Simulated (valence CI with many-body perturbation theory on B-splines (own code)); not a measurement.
Re XLIV: electric-dipole lines

Level of theory: relativistic CI+MBPT: four valence electrons over a frozen Dirac-Fock core [Ar] 3d10, a basis of 11 s, 11 p, 10 d, 8 f, 5 g, 2 h functions for each j, with the one-electron correlation potential Σ1 (screened to all orders), the two-electron term Σ2, the three-electron term Σ3, Breit, model QED; selected single and double excitations, second order for the rest, scaled by the run's own slope (own B-spline code, finite nucleus).

The last digits are not significant, and no measured levels were compared; by estimate large intervals hold to a few tenths of a per cent, small ones and those within an open d or f shell to about a per cent. Among the levels kept, up to 430 cm⁻¹ of a level comes from second order outside the variational space, and about a tenth of that is noise between levels of different J, which matters for small intervals.

Lines 51 to 100 of 551 in falling wavelength, among levels below 50.501 Ry, chosen from the strongest by gf and those to the six lowest levels. Wavelengths and rates use the calculated energies. Electric multipoles are in the length gauge with retardation, E1 and E2 with the static RPA response of the core. Weak lines are less certain than strong ones. Lines between different terms over intervals too small for the method are left out, as are lines whose strength nearly cancels. The highest levels of a list are the least certain.

Levels are named by their leading jj configuration (3d3/2^4 stands for four electrons in 3d with j = 3/2), which in mixed levels can hold well under half, so a name can repeat and another be missing. Letters in brackets count levels of one name in rising energy.

| λ vac (Å) | Upper | Lower | A (s⁻¹) | S (a.u.) |
| --- | --- | --- | --- | --- |
| 111.4 | (4p1/2 4p3/2^3) J=2 | (4s 4p3/2^3) J=2 | 2.38e+10 | 8.12e-02 |
| 111.4 | (4p1/2^2 4p3/2 4d5/2) J=2 | (4s 4p1/2 4p3/2 4d5/2) J=3 [a] | 4.18e+10 | 1.43e-01 |
| 110.7 | (4s 4p1/2^2 4f7/2) J=3 | (4s 4p1/2 4p3/2 4d3/2) J=4 | 1.86e+10 | 8.72e-02 |
| 110.6 | (4p1/2 4p3/2^3) J=1 | (4s 4p3/2^3) J=2 | 3.55e+10 | 7.12e-02 |
| 110.0 | (4s 4p1/2 4p3/2^2) J=2 [b] | (4s^2 4p3/2^2) J=2 | 2.23e+10 | 7.34e-02 |
| 109.1 | (4s 4p1/2^2 4p3/2) J=1 | (4s^2 4p1/2 4p3/2) J=1 | 9.33e+09 | 1.79e-02 |
| 109.0 | (4p1/2^2 4p3/2^2) J=2 | (4s 4p1/2 4p3/2^2) J=3 | 5.12e+10 | 1.64e-01 |
| 108.5 | (4s 4p1/2 4p3/2^2) J=1 [b] | (4s^2 4p3/2^2) J=2 | 1.81e+10 | 3.42e-02 |
| 107.7 | (4p1/2^2 4p3/2 4d5/2) J=4 | (4s 4p1/2 4p3/2 4d5/2) J=5 | 5.55e+10 | 3.08e-01 |
| 107.1 | (4s 4p1/2 4p3/2 4d5/2) J=3 [c] | (4s^2 4p3/2 4d5/2) J=4 | 1.74e+10 | 7.36e-02 |
| 106.7 | (4p1/2^2 4p3/2 4d5/2) J=3 | (4s 4p1/2 4p3/2 4d5/2) J=4 [b] | 2.27e+10 | 9.50e-02 |
| 104.7 | (4s 4p1/2 4p3/2 4d3/2) J=2 [d] | (4s^2 4p3/2 4d3/2) J=3 | 2.54e+10 | 7.21e-02 |
| 104.3 | (4p1/2^2 4p3/2 4d3/2) J=2 | (4s 4p1/2 4p3/2 4d3/2) J=3 [a] | 3.61e+10 | 1.01e-01 |
| 100.1 | (4p1/2^2 4p3/2 4d3/2) J=3 | (4s 4p1/2 4p3/2 4d3/2) J=4 | 3.10e+10 | 1.07e-01 |
| 99.10 | (4p1/2^2 4p3/2 4d5/2) J=4 | (4s 4p1/2 4p3/2 4d5/2) J=4 [a] | 2.32e+10 | 1.00e-01 |
| 86.73 | (4s 4p1/2^2 4d3/2) J=1 | (4s 4p1/2^2 4p3/2) J=1 | 2.30e+10 | 2.22e-02 |
| 84.72 | (4s 4p1/2^2 4d3/2) J=2 | (4s 4p1/2^2 4p3/2) J=1 | 5.73e+08 | 8.59e-04 |
| 82.21 | (4s 4p1/2 4d3/2 4d5/2) J=4 [b] | (4s 4p1/2 4p3/2 4d5/2) J=4 [b] | 2.18e+10 | 5.37e-02 |
| 81.42 | (4s^2 4p1/2 4d3/2) J=2 | (4s^2 4p1/2 4p3/2) J=2 | 1.16e+10 | 1.54e-02 |
| 79.14 | (4s^2 4p1/2 4d3/2) J=2 | (4s^2 4p1/2 4p3/2) J=1 | 8.98e+08 | 1.10e-03 |
| 78.51 | (4s 4p1/2^2 4d3/2) J=1 | (4s 4p1/2^2 4p3/2) J=2 | 7.30e+09 | 5.23e-03 |
| 76.86 | (4s 4p1/2^2 4d3/2) J=2 | (4s 4p1/2^2 4p3/2) J=2 | 2.73e+10 | 3.05e-02 |
| 75.85 | (4s 4p1/2 4d3/2 4d5/2) J=5 | (4s 4p1/2 4p3/2 4d5/2) J=5 | 2.70e+10 | 6.40e-02 |
| 75.02 | (4s^2 4p3/2 4d3/2) J=2 | (4s^2 4p3/2^2) J=2 | 1.68e+09 | 1.75e-03 |
| 74.38 | (4s^2 4p3/2 4d3/2) J=1 | (4s^2 4p3/2^2) J=2 | 5.29e+09 | 3.22e-03 |
| 73.95 | (4s^2 4p3/2 4d3/2) J=3 | (4s^2 4p3/2^2) J=2 | 1.54e+09 | 2.16e-03 |
| 72.54 | (4s^2 4p1/2 4d3/2) J=1 | (4s^2 4p1/2 4p3/2) J=2 | 6.05e+08 | 3.42e-04 |
| 71.08 | (4s 4p1/2 4p3/2 4f7/2) J=4 [c] | (4s 4p1/2 4p3/2 4d5/2) J=4 [c] | 2.91e+10 | 4.64e-02 |
| 70.73 | (4s^2 4p1/2 4d3/2) J=1 | (4s^2 4p1/2 4p3/2) J=1 | 5.68e+09 | 2.98e-03 |
| 70.39 | (4s 4p1/2^2 4f7/2) J=3 | (4s 4p1/2^2 4d5/2) J=2 | 7.73e+10 | 9.31e-02 |
| 70.03 | (4p1/2^2 4p3/2 4d5/2) J=2 | (4p1/2^2 4p3/2^2) J=2 | 7.47e+10 | 6.33e-02 |
| 69.81 | (4s 4p1/2 4p3/2 4f7/2) J=4 [d] | (4s 4p1/2 4p3/2 4d5/2) J=3 [c] | 9.60e+10 | 1.45e-01 |
| 69.71 | (4s 4p1/2 4p3/2 4f7/2) J=5 [c] | (4s 4p1/2 4p3/2 4d5/2) J=4 [c] | 2.86e+10 | 5.26e-02 |
| 69.66 | (4s 4p1/2^2 4d5/2) J=2 | (4s 4p1/2^2 4p3/2) J=1 | 1.08e+11 | 9.05e-02 |
| 69.46 | (4s^2 4p3/2 4d5/2) J=2 | (4s^2 4p3/2^2) J=2 | 6.05e+10 | 5.00e-02 |
| 69.45 | (4s 4p3/2^2 4d3/2) J=2 [b] | (4s^2 4p3/2 4d5/2) J=1 | 8.10e+10 | 6.70e-02 |
| 69.44 | (4s^2 4p1/2 4d5/2) J=2 | (4s^2 4p1/2 4p3/2) J=2 | 1.32e+10 | 1.09e-02 |
| 69.43 | (4s 4p1/2 4p3/2 4f5/2) J=4 [c] | (4s 4p1/2 4p3/2 4d5/2) J=3 [d] | 8.67e+10 | 1.29e-01 |
| 69.17 | (4s 4p1/2 4d5/2^2) J=1 [a] | (4s 4p1/2 4p3/2 4d5/2) J=2 [c] | 1.29e+11 | 6.33e-02 |
| 69.10 | (4s 4p1/2 4p3/2 4d5/2) J=3 [a] | (4s 4p1/2 4p3/2^2) J=3 | 7.20e+10 | 8.21e-02 |
| 69.03 | (4s^2 4d5/2^2) J=4 [a] | (4s^2 4p3/2 4d5/2) J=4 | 2.83e+10 | 4.13e-02 |
| 68.83 | (4s^2 4d3/2 4d5/2) J=4 | (4s^2 4p3/2 4d3/2) J=3 | 6.14e+10 | 8.89e-02 |
| 68.78 | (4s 4p1/2 4p3/2 4f7/2) J=2 [d] | (4s 4p1/2 4p3/2 4d5/2) J=1 [b] | 7.40e+10 | 5.94e-02 |
| 68.72 | (4s^2 4d3/2 4d5/2) J=3 | (4s^2 4p3/2 4d3/2) J=2 | 6.80e+10 | 7.63e-02 |
| 68.30 | (4s 4p1/2 4d3/2 4d5/2) J=3 [d] | (4s 4p1/2 4p3/2 4d5/2) J=2 [a] | 3.83e+10 | 4.22e-02 |
| 68.28 | (4s 4p1/2 4d5/2^2) J=1 [b] | (4s 4p1/2 4p3/2 4d5/2) J=0 | 1.35e+11 | 6.39e-02 |
| 68.17 | (4s^2 4p1/2 4f7/2) J=3 [a] | (4s^2 4p1/2 4d5/2) J=2 | 3.65e+10 | 4.00e-02 |
| 68.14 | (4s^2 4p1/2 4d5/2) J=3 | (4s^2 4p1/2 4p3/2) J=2 | 1.27e+11 | 1.39e-01 |
| 67.99 | (4s 4p1/2 4p3/2 4f7/2) J=3 [d] | (4s 4p1/2 4p3/2 4d5/2) J=2 [c] | 1.49e+11 | 1.61e-01 |
| 67.87 | (4s 4p1/2 4p3/2 4f7/2) J=5 [d] | (4s 4p1/2 4p3/2 4d5/2) J=4 [c] | 1.66e+11 | 2.82e-01 |
